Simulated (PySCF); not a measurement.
Energy of Tc (technetium, neutral) between two integer charges

The 5s beta orbital of [Kr] 4d5 5s2 is emptied in steps (occupation f), with all orbitals relaxed, ending at [Kr] 4d5 5s1. All numbers are calculated (PySCF 2.14, the spin-free X2C one-electron Hamiltonian (Gaussian nucleus), in x2c-TZVPall (8s6p6d1f, 63 functions)). The exact energy is a straight line in f; departures are measured from the line between the end points of the same method.

| f | PBE0 (eV) | r2SCAN (eV) | LC-wPBE (eV) |
| --- | --- | --- | --- |
| 1 | 0.000 | 0.000 | 0.000 |
| 0.75 | -0.355 | -0.398 | 0.019 |
| 0.5 | -0.473 | -0.502 | 0.021 |
| 0.25 | -0.352 | -0.338 | 0.011 |
| 0 | 0.000 | 0.000 | 0.000 |

```csv
method,E(f=0) − E(f=1) (eV),−ε at f=1 (eV),−ε at f=0.5 (eV)
PBE0,6.719,4.825,6.724
r2SCAN,6.554,4.346,6.698
LC-wPBE,6.531,6.646,6.504
```

Orbital energy along the path (eV):

```csv
f,PBE0,r2SCAN,LC-wPBE
1,-4.825,-4.346,-6.646
0.75,-5.771,-5.565,-6.570
0.5,-6.724,-6.698,-6.504
0.25,-7.692,-7.670,-6.491
0,-8.155,-7.501,-6.410
```

As f goes to zero the orbital energy of a semilocal functional can turn back, because the density of that orbital vanishes from the exchange-correlation potential.

Reference removal energy between the ground levels: 7.119 eV (measured; NIST Atomic Spectra Database, ionization energies).
